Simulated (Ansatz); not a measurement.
Relaxation of BH$_{6}$NOS (10 atoms, charge 0, multiplicity 1), to a largest force component of 0.03 eV/Å in at most 50 steps.

The calculation used RKS PBE/6-31G* in Ansatz.

```xyz
10
Properties=species:S:1:pos:R:3
B -0.178 -0.264 -0.172
H -0.118 -0.549 0.992
O 0.946 -0.071 -0.949
H 1.740 -0.023 -0.388
N -1.444 -0.121 -0.784
H -2.304 -0.374 -0.309
H -1.547 0.020 -1.788
S -0.093 2.459 1.309
H -0.886 2.227 0.230
H -0.283 1.156 1.730
```

Where does it end, and by what steps?

The forces met the threshold. After 19 steps the energy has fallen by 0.212 eV; H10 moved furthest, 1.43 Å.

```json
{"step": "0", "energy less start (eV)": "0.0000", "largest force component (eV/Å)": "0.665", "accepted": "yes"}
{"step": "1", "energy less start (eV)": "-0.1096", "largest force component (eV/Å)": "0.321", "accepted": "yes"}
{"step": "2", "energy less start (eV)": "-0.1350", "largest force component (eV/Å)": "0.174", "accepted": "yes"}
{"step": "3", "energy less start (eV)": "-0.1440", "largest force component (eV/Å)": "0.102", "accepted": "yes"}
{"step": "4", "energy less start (eV)": "-0.1493", "largest force component (eV/Å)": "0.093", "accepted": "yes"}
{"step": "5", "energy less start (eV)": "-0.1589", "largest force component (eV/Å)": "0.068", "accepted": "yes"}
{"step": "6", "energy less start (eV)": "-0.1564", "largest force component (eV/Å)": "0.884", "accepted": "no"}
{"step": "7", "energy less start (eV)": "-0.1662", "largest force component (eV/Å)": "0.096", "accepted": "yes"}
{"step": "8", "energy less start (eV)": "-0.1733", "largest force component (eV/Å)": "0.180", "accepted": "yes"}
{"step": "9", "energy less start (eV)": "-0.1795", "largest force component (eV/Å)": "0.500", "accepted": "yes"}
{"step": "10", "energy less start (eV)": "-0.1904", "largest force component (eV/Å)": "0.364", "accepted": "yes"}
{"step": "11", "energy less start (eV)": "-0.1946", "largest force component (eV/Å)": "0.255", "accepted": "yes"}
{"step": "12", "energy less start (eV)": "-0.2031", "largest force component (eV/Å)": "0.207", "accepted": "yes"}
{"step": "13", "energy less start (eV)": "-0.2041", "largest force component (eV/Å)": "0.272", "accepted": "yes"}
{"step": "14", "energy less start (eV)": "-0.2089", "largest force component (eV/Å)": "0.153", "accepted": "yes"}
{"step": "15", "energy less start (eV)": "-0.2109", "largest force component (eV/Å)": "0.043", "accepted": "yes"}
{"step": "16", "energy less start (eV)": "-0.2115", "largest force component (eV/Å)": "0.049", "accepted": "yes"}
{"step": "17", "energy less start (eV)": "-0.2121", "largest force component (eV/Å)": "0.037", "accepted": "yes"}
{"step": "18", "energy less start (eV)": "-0.2123", "largest force component (eV/Å)": "0.045", "accepted": "yes"}
{"step": "19", "energy less start (eV)": "-0.2124", "largest force component (eV/Å)": "0.024", "accepted": "yes"}
```

```xyz
10
Properties=species:S:1:pos:R:3
B 0.018 -0.626 -0.398
H 0.114 -1.297 0.605
O 1.058 -0.477 -1.292
H 1.847 -0.957 -0.982
N -1.194 0.068 -0.660
H -2.050 -0.131 -0.149
H -1.352 0.539 -1.551
S -1.075 3.036 1.339
H -0.976 1.920 0.546
H -0.556 2.385 2.414
```

Time of the run: 53 s on 1 thread of Arm Neoverse V2, with other jobs on the host, peak memory 0.15 GiB.
